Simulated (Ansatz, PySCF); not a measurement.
C5H6O2, SMILES [C@@H]1([C@@H](C#C)[C@H]1O)O. Atoms are numbered in the order given.

```xyz
13

C      2.2889    -0.7307    -0.7363
C      1.3540    -0.6490     0.0331
C      0.2012    -0.5688     0.8768
C     -1.1577    -0.4920     0.1841
O     -1.1651    -0.3445    -1.1908
C     -0.6438     0.7099     0.9053
O     -0.2912     1.7932     0.1536
H      3.1413    -0.7859    -1.3877
H      0.2429    -1.1497     1.8040
H     -1.9786    -1.0904     0.5974
H     -0.4727    -0.9063    -1.5671
H     -1.0696     0.9705     1.8795
H     -0.4633     1.5391    -0.7678
```
Charge 0, spin multiplicity 1.

Geometry optimised at PBE0-D3(BJ)/def2-SVP. The structure was generated by enumeration; whether it is a known compound was not checked. The values are those of a single conformer.

Two levels are set side by side: PBE-D3(BJ)/def2-SVP (Ansatz, a first-principles code) and PBE0-D3(BJ)/def2-SVP (Ansatz). Each level has its own optimised geometry; the coordinates shown are those of the second. Frequencies come from the Hessian of PySCF at each geometry. Differences are taken from unrounded values.

```tsv
quantity	PBE0-D3(BJ)
mean bond length (Å)	1.250
bond C1–C2 (Å)	1.214
bond C2–C3 (Å)	1.431
bond C3–C4 (Å)	1.527
bond C3–C6 (Å)	1.533
bond C4–O5 (Å)	1.383
bond C4–C6 (Å)	1.493
bond C6–O7 (Å)	1.365
bond C1–H8 (Å)	1.074
bond C3–H9 (Å)	1.095
bond C4–H10 (Å)	1.097
bond O5–H11 (Å)	0.968
bond C6–H12 (Å)	1.095
bond O7–H13 (Å)	0.971
highest harmonic wavenumber (cm⁻¹)	3802
mean harmonic wavenumber (cm⁻¹)	1343
zero-point energy (kcal/mol)	63.35
```

Question: What does PBE-D3(BJ) give, and how far is it from PBE0-D3(BJ)? (Estimate from the structure and the level; the computed values follow.)

Answer: 
```
quantity                            PBE-D3(BJ)  PBE-D3(BJ) minus PBE0-D3(BJ)
----------------------------------  ----------  ----------------------------
mean bond length (Å)                     1.261                         0.012
bond C1–C2 (Å)                           1.227                         0.013
bond C2–C3 (Å)                           1.431                         0.000
bond C3–C4 (Å)                           1.542                         0.015
bond C3–C6 (Å)                           1.556                         0.023
bond C4–O5 (Å)                           1.397                         0.014
bond C4–C6 (Å)                           1.506                         0.013
bond C6–O7 (Å)                           1.375                         0.010
bond C1–H8 (Å)                           1.081                         0.007
bond C3–H9 (Å)                           1.103                         0.008
bond C4–H10 (Å)                          1.105                         0.009
bond O5–H11 (Å)                          0.982                         0.014
bond C6–H12 (Å)                          1.103                         0.009
bond O7–H13 (Å)                          0.986                         0.015
highest harmonic wavenumber (cm⁻¹)        3576                          -226
mean harmonic wavenumber (cm⁻¹)           1287                           -56
zero-point energy (kcal/mol)             60.73                         -2.62
```

GGA bonds tend to be longer and softer than those of functionals with exact exchange. Differences between two approximate levels are no errors against the true value.
